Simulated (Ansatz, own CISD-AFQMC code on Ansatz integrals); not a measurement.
H4SSi2, SMILES `[SiH3][Si]S` (excited triplet; Si–Si–S–H torsion 94°) (charge 0, multiplicity 3). This triplet is an excited state, 1.17 eV above the relaxed singlet at the level frozen-core CCSD(T)/cc-pVTZ // PBE0-D3(BJ)/def2-TZVP (Ansatz).

Cartesian coordinates (Å):
SMILES: [SiH3][Si]S
```xyz
7

Si    -1.1319    -0.3529     0.3444
Si     0.3375     1.1424    -0.6873
S      2.2593     0.4035    -1.2256
H     -2.4183     0.3674     0.5290
H     -0.6120    -0.7858     1.6700
H     -1.3472    -1.5535    -0.5070
H      2.9127     0.7790    -0.1097
```
Charge 0, spin multiplicity 3.

Frozen-core correlation energies in cc-pVDZ at a geometry from PBE0-D3(BJ)/def2-TZVP, on an HF energy of -977.68777 Ha (<S^2> = 2.01). Wave-function levels are from Ansatz, the walk from an own CISD-AFQMC code on Ansatz integrals (time step 0.005/Ha, trial state from CCSD amplitudes, largest double 0.03).

```csv
level,correlation energy (mHa)
MP2,-298.7
CCSD,-352.2
CCSD(T),-362.7
```

**Question.** What correlation energy does phaseless AFQMC give, and where does it lie among these levels?

**Answer.** -364.4 ± 0.3 mHa (one standard error). AFQMC minus each level: MP2 -65.6 mHa, CCSD -12.2 mHa, CCSD(T) -1.7 mHa.
